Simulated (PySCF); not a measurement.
trans-1,3,3,3-tetrafluoropropene (C₃H₂F₄), SMILES F/C=C/C(F)(F)F.

Geometry optimised at ωB97X-D3(BJ)/def2-SVP.

Computed with TDA-PBE/def2-SVPD run with PySCF 2.14.0.

Vertical excitations.  State labels are in the subgroup Cs.

Computed excitation energies, oscillator strengths and character:
```
state  symmetry  energy (eV)  λ (nm)      f                          main pairs
-----  --------  -----------  ------  -----  ----------------------------------
S1           A"         7.55     164  0.018                    HOMO→LUMO+1 98 %
S2           A"         7.73     160  0.010  HOMO→LUMO+2 71 %, HOMO−1→LUMO 28 %
S3           A"         7.75     160  0.000  HOMO−1→LUMO 70 %, HOMO→LUMO+2 28 %
S4           A'         7.80     159  0.391                      HOMO→LUMO 77 %
S5           A'         8.02     155  0.030                    HOMO−2→LUMO 96 %
S6           A"         8.17     152  0.002                    HOMO−3→LUMO 86 %
S7           A"         8.27     150  0.004                    HOMO→LUMO+3 86 %
S8           A"         8.52     146  0.000  HOMO−4→LUMO 77 %, HOMO→LUMO+4 22 %
S9           A"         8.60     144  0.004  HOMO→LUMO+4 75 %, HOMO−4→LUMO 20 %
S10          A'         8.79     141  0.032                    HOMO−5→LUMO 89 %
T1           A'         4.47     278      0                      HOMO→LUMO 99 %
T2           A"         7.36     168      0  HOMO−1→LUMO 66 %, HOMO→LUMO+1 31 %
T3           A"         7.40     168      0  HOMO→LUMO+1 63 %, HOMO−1→LUMO 33 %
T4           A"         7.59     163      0                    HOMO→LUMO+2 94 %
```
Triplets are in the Tamm–Dancoff approximation.
